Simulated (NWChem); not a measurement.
C₂H₈O₂Si; SMILES OC[C@@H](O)[SiH3]

```xyz
13

O     -0.9813     1.5486     0.6481
C     -0.2610     1.3367    -0.5560
C      0.5707     0.0597    -0.5071
O      1.5863     0.3077     0.4905
Si    -0.4644    -1.4870    -0.0346
H     -0.3214     1.5311     1.3616
H     -1.0027     1.2724    -1.3583
H      0.4081     2.1858    -0.7712
H      1.0358    -0.0833    -1.4976
H      2.1736    -0.4619     0.5388
H     -1.6284    -1.6525    -0.9480
H     -0.9191    -1.4445     1.3755
H      0.4277    -2.6753    -0.1838
```
Atoms are numbered in this order, from 1.

Program: NWChem. Pople sets run with spherical d functions. Structure relaxed at the B3LYP/6-31G* (spherical d) level. B3LYP is NWChem's, with the RPA form of VWN correlation. Level: B3LYP/6-31G* with SMD (1 M gas to 1 M solution), gas-phase geometry. Reactions with the solvent are ignored.

### Question
Estimate the computed values for solvent toluene. Quantities: solvation free energy (kcal/mol); cavity-dispersion-structure term (kcal/mol); dipole in solution (D).

### Answer
```
Item                                         Result
-------------------------------------------  ------
solvation free energy (kcal/mol)               -4.1
cavity-dispersion-structure term (kcal/mol)    -1.7
dipole in solution (D)                         2.49
```
